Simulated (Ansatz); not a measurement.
Frontier orbitals of `[NH2][Sn]([F])([F])[Cl]`.

The species carries charge 0 and has multiplicity 1. Correlated methods include outer-core shells of Sn, which these sets cover unevenly. Sn: def2 effective core potential. The structure was optimised at the PBE0-D4/def2-TZVP level. It is one conformer, not always the lowest. Basis def2-TZVPP, Ansatz.

```json
{"functional": "ωB97X-V", "HOMO (eV)": "-11.40", "LUMO (eV)": "-0.14"}
```

**Question.** Give HOMO and LUMO (eV) with LDA (SPW92), PBE, revPBE, BLYP, r2SCAN, B97M-V, PBE0, B3LYP, r2SCANh, r2SCAN0, HSE06 (plane-wave form), BHLYP, CAM-B3LYP, LC-ωPBE, ωB97M-V, HF. (An estimate is asked.)

**Answer.** Ansatz gave: 
```tsv
functional	HOMO	LUMO
LDA (SPW92)	-7.60	-3.68
PBE	-7.39	-3.32
revPBE	-7.31	-3.18
BLYP	-7.26	-3.29
r2SCAN	-7.75	-3.08
B97M-V	-7.80	-3.07
PBE0	-8.92	-2.35
B3LYP	-8.65	-2.70
r2SCANh	-8.31	-2.73
r2SCAN0	-9.17	-2.20
HSE06 (plane-wave form)	-8.51	-2.72
BHLYP	-10.34	-1.38
CAM-B3LYP	-10.37	-1.36
LC-ωPBE	-11.80	0.01
ωB97M-V	-11.29	-0.29
HF	-12.60	1.43
```

B3LYP here is the variant with VWN-RPA as its local correlation; programs differ in this. LC-ωPBE has ω = 0.4 bohr⁻¹.
